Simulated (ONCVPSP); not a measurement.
## What one change does to a pseudopotential (As, ONCV)

```json
{"Element": "As", "Generator": "ONCVPSP 4.0.1", "Type": "optimised norm-conserving Vanderbilt (ONCV)", "Functional": "LDA (Perdew-Wang 92)", "Relativity": "scalar-relativistic", "Frozen core": "[Ar] 3d10", "Valence charge": "5", "Reference configuration": "4s2 4p3", "Partial waves": "4s: rc 1.45 bohr, ncon 4, nbas 8, qcut 4.1 1/bohr, 2 projectors, debl 1 Ha; 4p: rc 1.55 bohr, ncon 4, nbas 9, qcut 4.5 1/bohr, 3 projectors, debl 2.4 Ha", "Local potential": "polynomial inside 0.95 bohr (lpopt 3, dvloc0 3 Ha)", "Core correction": "Teter function fitted to the true core (icmod 2), fcfact 0.25"}
```

Change: core correction Teter function fitted to the true core (icmod 2), fcfact 0.98.

Cutoffs: the cutoffs (Ha) at which the residual kinetic energy of the hardest occupied pseudo-wave falls to 1 and 0.1 mHa per electron; they do not see the model core or the augmentation charge, which bear on the density cutoff. Errors are all-electron minus pseudo energies relative to the spin-unpolarised reference configuration.

Task: How do hardness, ghosts and transferability respond?

Result: The potential gets neither clearly harder nor softer (13 Ha and 37 Ha → 13 Ha and 37 Ha); both files keep a bound ghost (p); of the 4 tests that both files solve, the error grows in 1 and shrinks in 3 by more than 15 % and 0.3 meV (median size 16.3 → 16.6 meV). A model core, the more so a compact one, raises the density cutoff, which this test does not measure.

```csv
quantity,base,changed
"cutoff, loose",13 Ha,13 Ha
"cutoff, tight",37 Ha,37 Ha
bound ghosts,p,p
GHOST(+) flags under 300 eV,s at 56.5 eV,s at 56.5 eV
"error for 4s2 4p2, meV [ΔE 9.32 eV]",-2.4,-1.3
"error for 4s2 4p1, meV [ΔE 27.48 eV]",-15,-7.7
"error for 4s2 4p0, meV [ΔE 55.51 eV]",-55,-29
"error for 4s0 4p5, meV [ΔE 19.21 eV]",-17,-26
s: phases at 1.47 bohr within 0.05 rad from the reference energy up to (Ha; the scan ends near 5),2.0,2.0
p: phases at 1.57 bohr within 0.05 rad from the reference energy up to (Ha; the scan ends near 5),to the end of the scan,to the end of the scan
"rms error of d²Exc/dni dnj with the model core, mHa",1.45,1.07
```

Base: The cutoffs count occupied waves only; projector 3 of the p channel, the hardest unoccupied one, needs 168 Ha at the loose tolerance. Changed file: The cutoffs count occupied waves only; projector 3 of the p channel, the hardest unoccupied one, needs 168 Ha at the loose tolerance. A true bound ghost makes a file unfit for plane-wave use even where its test errors are small: the radial tests pick states by their node count and pass the ghost by.
